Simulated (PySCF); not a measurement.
# Mayer bond orders and bond lengths

Species: C3H10F2OSi2.
SMILES with atom numbers: `[CH3:1][O:2][C@@H:3]([F:4])[SiH2:5][SiH2:6][CH2:7][F:8]` (hydrogens: H9, H10, H11 on C1; H12 on C3; H13, H14 on Si5; H15, H16 on Si6; H17, H18 on C7)

Structure used (GFN2-xTB), in Å, numbered top down from 1:
```
atom  x, y, z in Å
C1    -2.082    0.821   -1.250
O2    -1.158   -0.161   -0.818
C3    -1.233   -0.484    0.521
F4    -2.443   -1.123    0.787
Si5    0.248   -1.680    0.819
Si6    2.123   -0.634   -0.058
C7     1.784    1.258   -0.197
F8     1.144    1.698    0.950
H9    -1.936    1.754   -0.694
H10   -1.891    0.983   -2.308
H11   -3.110    0.476   -1.110
H12   -1.255    0.414    1.159
H13    0.262   -1.959    2.262
H14   -0.121   -2.924    0.136
H15    2.550   -1.025   -1.407
H16    3.305   -0.772    0.806
H17    1.118    1.500   -1.028
H18    2.689    1.862   -0.290
```

Bond orders from the PBE0/pcSseg-1 density (PySCF). Geometry: GFN2-xTB, one conformer, isolated molecule.

Question: Where do the orders between heavy atoms depart from those drawn in the SMILES?

Answer: The largest departure is 0.169, at C7–F8 (drawn single, 0.831). Drawn single, order below 0.88: C3–F4 (0.850), C3–Si5 (0.841) and C7–F8 (0.831).

Question: Give the Mayer order of every bond between heavy atoms, beside its length.

Answer: 
| bond | drawn as | length (Å) | Mayer order |
| --- | --- | --- | --- |
| C1–O2 | single | 1.416 | 0.890 |
| O2–C3 | single | 1.379 | 0.975 |
| C3–F4 | single | 1.394 | 0.850 |
| C3–Si5 | single | 1.927 | 0.841 |
| Si5–Si6 | single | 2.319 | 0.896 |
| Si6–C7 | single | 1.927 | 0.901 |
| C7–F8 | single | 1.385 | 0.831 |

By pair of heavy elements: C–O: lowest C1–O2 (0.890, 1.416 Å), highest O2–C3 (0.975, 1.379 Å). C–F: all 2 within 0.02 of one another (0.831 to 0.850). C–Si: lowest C3–Si5 (0.841, 1.927 Å), highest Si6–C7 (0.901, 1.927 Å).

Question: And the bonds to hydrogen?

Answer: C–H: 0.92 to 0.97 (6 bonds); H–Si: 0.93 to 0.95 (4 bonds).

Question: Sum the orders of all bonds at each heavy atom with more than one neighbour and set the sums beside the valence in the SMILES.

Answer: C1 3.785 (drawn 4), O2 1.865 (drawn 2), C3 3.590 (drawn 4), Si5 3.629 (drawn 4), Si6 3.667 (drawn 4), C7 3.629 (drawn 4). Orders between atoms that aren't bonded are not in these sums.

Mayer orders depend on the basis set.
